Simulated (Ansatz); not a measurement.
Reaction (homolysis of the O–Si bond): `O[SiH2]O[SiH2]O` → `[OH]`• + `O[SiH2]O[SiH2]`•

Isolated molecules relaxed with PBE0-D4/def2-TZVP in Ansatz; ΔE leaves out vibrations. CCSD(T)/CBS adds triple-zeta CCSD(T) − MP2 to the extrapolated MP2 energy (def2 sets, frozen cores). This one scheme is used for every species. DFT in def2-TZVPP. No spin–orbit coupling; open shells (•) take unrestricted orbitals. One conformer a species, not always the lowest.

(1) What is ΔE at CCSD(T)/CBS? (Best estimate.)

(2) What do these levels give: revPBE-D4, BLYP-D4, B97M-V, r2SCAN, HF/def2-SVP, CCSD(T)/def2-SVP? (Estimate.)

Largest T1 diagnostic among the species: 0.014.

Results:

(1) Ansatz gave: +5.95 eV.

(2) Ansatz gave: revPBE-D4 5.49, BLYP-D4 5.60, B97M-V 5.75, r2SCAN 5.62, HF/def2-SVP 4.30, CCSD(T)/def2-SVP 5.46 eV.

Leaving LDA and LC-ωPBE aside and taking each functional with its dispersion term where it has one, the values, not all of them listed here, spread over 0.42 eV, from revPBE-D4 to ωB97M-V. LDA lies +0.91 eV from PBE without D4, its usual overbinding. The D4 term adds +0.08 eV with B3LYP and +0.04 eV with PBE0; it sums over pairs of atoms, weighted by their polarisabilities, and B3LYP, whose exchange is more repulsive, gets the larger term. From PBE to PBE0 (25 % exact exchange), in def2-TZVPP and without D4, ΔE moves by −0.05 eV: exact exchange takes away binding that semilocal exchange gives to molecules.

B3LYP here is the variant with VWN-RPA as its local correlation; programs differ in this.
